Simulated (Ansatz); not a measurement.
Reaction (ligand exchange at the Si–O bond): `[OH][In]([OH])[O][SiH3]` + `[OH][Mg][N]([SiH3])[SiH3]` → `[SiH3][O][Mg][N]([SiH3])[SiH3]` + `[OH][In]([OH])[OH]`

Computed with Ansatz on PBE0-D4/def2-TZVP structures; ΔE is electronic, products minus reactants. CCSD(T)/CBS adds triple-zeta CCSD(T) − MP2 to the extrapolated MP2 energy (def2 sets, frozen cores). DFT in def2-TZVPP. Elements past krypton have def2 core potentials. For In, Mg outer-core shells are correlated without core-valence functions, which leaves a few kJ/mol of doubt a bond. One conformer a species, not always the lowest.

| level | ΔE (kcal/mol) |
| --- | --- |
| revPBE-D4 | -6.2 |
| ωB97M-V | -4.8 |
| PBE | -6.0 |
| r2SCAN | -5.3 |

(1) What does CCSD(T)/CBS give? (Best estimate.)

Largest T1 diagnostic among the species: 0.017.

Results:

(1) Ansatz gave: -5.6 kcal/mol. The listed levels differ from it by -0.6, 0.8, -0.4, 0.3 kcal/mol.

At CCSD(T), def2-SVP lies +0.9 kcal/mol from the extrapolated value and def2-TZVPP +0.5 kcal/mol. From BLYP to BHLYP (50 % exact exchange), in def2-TZVPP and without D4, ΔE moves by +1.0 kcal/mol. Leaving LDA and LC-ωPBE aside and taking each functional with its dispersion term where it has one, the values, not all of them listed here, spread over 1.6 kcal/mol, from revPBE-D4 to BHLYP-D4.
